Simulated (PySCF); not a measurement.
# From computed data to an observable: dipole moment from atomic charges

GaH2F, SMILES [F][GaH2]. Atoms are numbered in the order given.

```xyz
4

Ga     0.0000     0.0000     0.3496
H      0.0000     1.4259     0.9729
H      0.0000    -1.4259     0.9729
F      0.0000     0.0000    -1.4205
```

Geometry optimised at B3LYP-D3(BJ)/def2-TZVP.

Charges (e) from PBE/def2-TZVPD run with PySCF:

```tsv
atom	IAO	ESP fit
Ga1	0.772	0.765
H2	-0.128	-0.180
H3	-0.128	-0.180
F4	-0.517	-0.406
```

The dipole moment of the full density is 2.24 D.

Task: What dipole moment does each set of point charges give, and which comes closer to that of the density?

Result: 
μ = Σ q r, and 1 e Å = 4.8032 D.
IAO: Σ q r = (0.000, 0.000, 0.755) e Å, |μ| = 3.63 D.
ESP fit: Σ q r = (0.000, 0.000, 0.494) e Å, |μ| = 2.37 D.
ESP fit comes closer in size. Point charges leave out the atoms' own dipoles (lone pairs, polarised bonds); fits to the potential absorb them, partitions of the density don't.
